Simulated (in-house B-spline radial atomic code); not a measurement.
**Excitations of Ca2+ by several methods**

Full response, energies in eV; labels give the largest channel, * marks a mixed state, a dash one above the method's threshold, and an imaginary frequency an unstable closed-shell reference. Computed with an all-electron radial atomic-structure program (B-spline basis): linear response of the closed shell [Ne] 3s2 3p6 with each method's own kernel (bare exchange for TDHF, static screening on G0W0 levels for BSE, the adiabatic kernel for functionals); non-relativistic, point nucleus, no spin-orbit coupling, no double excitations, S, P, D and F terms only. Only terms of natural parity with L up to 3 were computed.

| method | 3p → 3d 3P | 3p → 3d 3F | 3p → 3d 1F | α (bohr³) |
| --- | --- | --- | --- | --- |
| TDHF | 24.655 | 25.205 | 28.073 | 3.261 |
| BSE on G0W0@HF | 26.068 | 26.779 | 29.065 | 3.177 |
| LDA VWN5 | ? | ? | ? | ? |
| PBE | 24.968 | 25.181 | 27.465 | 3.338 |
| PBE0 | 25.029 | 25.350 | 27.773 | 3.303 |
| B3LYP (VWN-RPA) | 24.966 | 25.262 | 27.462 | 3.326 |
| CAM-B3LYP | 24.947 | 25.290 | 27.489 | 3.33 |
| LC-wPBE | 25.086 | 25.333 | 27.680 | 3.309 |
| wB97X | 25.456 | 25.870 | 27.778 | 3.302 |
| HSE06 | 25.037 | 25.349 | 27.769 | 3.305 |
| BHandHLYP | 24.946 | 25.333 | 27.741 | 3.293 |
| BLYP | 24.846 | 25.015 | 27.178 | 3.358 |
| PBEsol | 25.000 | 25.376 | 27.547 | 3.342 |
| BP86 | 25.064 | 25.210 | 27.463 | 3.336 |
| LDA exchange-only | 24.466 | 25.209 | 27.347 | 3.412 |
| B97-1 | ? | ? | ? | ? |
| RPBE | 24.959 | 25.124 | 27.423 | 3.337 |
| OLYP | 24.903 | 25.350 | 27.472 | 3.309 |

(1) What does B97-1 give?

(2) What does LDA VWN5 give?

Results:

(1) 3p → 3d 3P: 25.258; 3p → 3d 3F: 25.600; 3p → 3d 1F: 27.578; α: 3.311 (eV, bohr³).

(2) 3p → 3d 3P: 25.134; 3p → 3d 3F: 25.738; 3p → 3d 1F: 27.551; α: 3.35 (eV, bohr³).
